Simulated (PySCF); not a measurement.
C5H8F3NSi.
Numbering: `[F:1][C:2]([F:3])=[C:4]([F:5])[C@@H:6]1[CH2:7][CH2:8][NH:9][SiH2:10]1`

Probes without a nucleus sit at each ring's centroid and 1 Å off its mean plane on both sides; NICS is minus the shielding there, NICSzz its component along the normal. Level: GIAO PBE0/pcSseg-1 (PySCF, non-relativistic, gas phase) on the GFN2-xTB geometry, one conformer.

Ring bond lengths (Å), with Mayer bond orders in brackets: C6–C7 1.533 (0.98), C7–C8 1.524 (1.05), C8–N9 1.451 (0.96), N9–Si10 1.710 (1.04), Si10–C6 1.928 (0.82).

Q: What do the NICS probes read (ppm)?

A: 
```json
{"ring": "C6–C7–C8–N9–Si10", "type": "5-membered ring with N and Si; formal bonds all single", "NICS(0)": "-6.6", "NICS(1), two faces": "-3.5 / -2.9", "NICS(1)zz, two faces": "-2.3 / -2.9", "rms pucker (Å)": "0.17", "centre to ring atoms, mean (Å)": "1.36"}
```

Q: What can be read from them?

A: 
- C6–C7–C8–N9–Si10: mean NICS(1)zz -2.6 ppm, near zero. C6, C7, C8, Si10 have four or more neighbours, and the NICS criterion for π rings isn't applied.

Q: At the first NICS(1) probe listed for ring C6–C7–C8–N9–Si10, 1 Å off the ring, what do the in-plane components average?

A: The isotropic value is a third of the trace: (3 × -3.5 − (-2.3))/2 = -4.1 ppm.

On an x86-64 server with one thread (shared host), this took 74 s wall. This is the whole shielding run at PBE0/pcSseg-1, SCF included.
